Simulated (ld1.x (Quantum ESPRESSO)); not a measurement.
## Te: one change to an ultrasoft potential, before and after

ld1.x (Quantum ESPRESSO) 7.5 input, shortened:

```
&input
   title='Te', zed=52., rel=1, dft='PBE', iswitch=3,
   config='[Kr] 4d10 5s2 5p3 5d-2'
 /
 &inputp
   pseudotype=3, tm=.true., lloc=-1, rcloc=1.60,
   nlcc=.true., rcore=1.70
 /
5
5S  1  0   2.00   0.00  1.50  1.90  0.0
5S  1  0   0.00   0.15  1.50  1.90  0.0
5P  2  1   3.00   0.00  2.10  2.25  0.0
5P  2  1   0.00  -0.45  2.10  2.25  0.0
5D  3  2  -2.00  -0.05  1.60  2.10  0.0
 &test
   configts(1)='5s2 5p3'
 /
```

Change: local potential all-electron potential smoothed inside 1.00 bohr (lloc = -1).

Cutoffs: the cutoffs (Ry, on a coarse ladder) from which the occupation-weighted sum of valence levels, in a spherical-Bessel basis at the reference potential, stays within 10 and 1 mRy of its value at 400 Ry; they do not see the model core or the augmentation charge, which bear on the density cutoff. Errors are all-electron minus pseudo energies relative to the spin-unpolarised reference configuration.

Problem. How do hardness, ghosts and transferability respond?

Solution. The potential gets neither clearly harder nor softer (10 Ry and 15 Ry → 8 Ry and 30 Ry); the bound ghosts move from s to d, p, s; the errors of the 7 common tests hardly move; the range in which the d phases agree widens (upper end 0.5 → at the end of the scan). A state that the projectors do not describe sees the local part alone, so a deeper or shallower local part can create or remove a ghost.

```tsv
quantity	base	changed
cutoff, loose	10 Ry	8 Ry
cutoff, tight	15 Ry	30 Ry
loose cutoff by channel (10 mRy a level)	s 8 Ry, p 6 Ry	s 6 Ry, p 6 Ry
bound ghosts	s	s, p, d
error for 5s2 5p4, meV [ΔE -9.73 eV]	-0.9	-0.9
error for 5s2 5p2, meV [ΔE 17.92 eV]	-15	-15
error for 5s2 5p1, meV [ΔE 44.82 eV]	-71	-71
error for 5s0 5p6, meV [ΔE 8.97 eV]	-47	-49
error for 5s2 5p0, meV [ΔE 81.31 eV]	-204	-204
error for 5s2 5p3.5, meV [ΔE -5.83 eV]	+0.3	+0.3
error for 5s2 5p4.3, meV [ΔE -11.20 eV]	-1.7	-1.7
s: phases at 2.44 bohr within 0.05 rad from the reference energy up to (Ry; the scan ends near 5)	to the end of the scan	to the end of the scan
p: phases at 2.44 bohr within 0.05 rad from the reference energy up to (Ry; the scan ends near 5)	4.2	4.6
d: phases at 2.44 bohr within 0.05 rad from the reference energy up to (Ry; the scan ends near 5)	0.5	to the end of the scan
lowest overlap eigenvalue by channel	s 0.34, p 0.42, d 1.00	s 0.14, p 0.22, d 1.00
```

 A true bound ghost makes a file unfit for plane-wave use even where its test errors are small: the radial tests pick states by their node count and pass the ghost by.
